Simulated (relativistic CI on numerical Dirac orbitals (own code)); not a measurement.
**Radial parameters of La³³⁺**

Computed by Dirac-Coulomb-Breit CI, separate exchange-only KLI orbitals for each configuration, QED by a radiative potential, unscaled Slater integrals (own radial code, finite nucleus).

Slater integrals F^k, G^k are unscaled and averaged over j, outside the closed core [Ne]; ζ comes from projecting the Hamiltonian with its Breit term on Σ l·s of the shell.

- 3s2.3p6.3d6: F^2(3d,3d) = 422640, F^4(3d,3d) = 272350, ζ(3d) = 62470 cm⁻¹; <r>(3d) = 0.2405, <r^2>(3d) = 0.0673 (bohr units).
- 3s2.3p5.3d7: ζ(3p) = 481430, F^2(3d,3d) = 421770, F^4(3d,3d) = 271760, F^2(3p,3d) = 370850, G^1(3p,3d) = 402880, G^3(3p,3d) = 266630, ζ(3d) = 61763 cm⁻¹; <r>(3p) = 0.2676, <r^2>(3p) = 0.08278, <r>(3d) = 0.2409, <r^2>(3d) = 0.06755 (bohr units).
- 3s2.3p4.3d8: F^2(3p,3p) = 369460, ζ(3p) = 481020, F^2(3d,3d) = 420890, F^4(3d,3d) = 271160, F^2(3p,3d) = 370420, G^1(3p,3d) = 402840, G^3(3p,3d) = 266480, ζ(3d) = 61062 cm⁻¹; <r>(3p) = 0.2679, <r^2>(3p) = 0.08296, <r>(3d) = 0.2413, <r^2>(3d) = 0.06781 (bohr units).

Give the Racah parameters of the d shell in 3s2.3p6.3d6.

B = F²/49 − 5F⁴/441 = 5537 cm⁻¹ and C = 35F⁴/441 = 21615 cm⁻¹.

Averages of the first 10 configurations, taken without configuration mixing, which lowers the lowest level and can move excited configurations by several eV; other configurations of the list can lie among them:

```json
{"Configuration": "3s2.3p6.3d6", "Parity": "even", "States": "210", "Average energy above the lowest level (eV)": "41.2"}
{"Configuration": "3s2.3p5.3d7", "Parity": "odd", "States": "720", "Average energy above the lowest level (eV)": "323.0"}
{"Configuration": "3s2.3p4.3d8", "Parity": "even", "States": "675", "Average energy above the lowest level (eV)": "610.5"}
{"Configuration": "3s.3p6.3d7", "Parity": "even", "States": "240", "Average energy above the lowest level (eV)": "536.6"}
{"Configuration": "3p6.3d8", "Parity": "even", "States": "45", "Average energy above the lowest level (eV)": "1039.8"}
{"Configuration": "3s.3p5.3d8", "Parity": "odd", "States": "540", "Average energy above the lowest level (eV)": "817.1"}
{"Configuration": "3s2.3p6.3d5.4s", "Parity": "even", "States": "504", "Average energy above the lowest level (eV)": "910.0"}
{"Configuration": "3s2.3p6.3d5.4p", "Parity": "odd", "States": "1512", "Average energy above the lowest level (eV)": "988.5"}
{"Configuration": "3s2.3p6.3d5.4d", "Parity": "even", "States": "2520", "Average energy above the lowest level (eV)": "1093.0"}
{"Configuration": "3s2.3p4.3d7.4s", "Parity": "even", "States": "3600", "Average energy above the lowest level (eV)": "1465.7"}
```
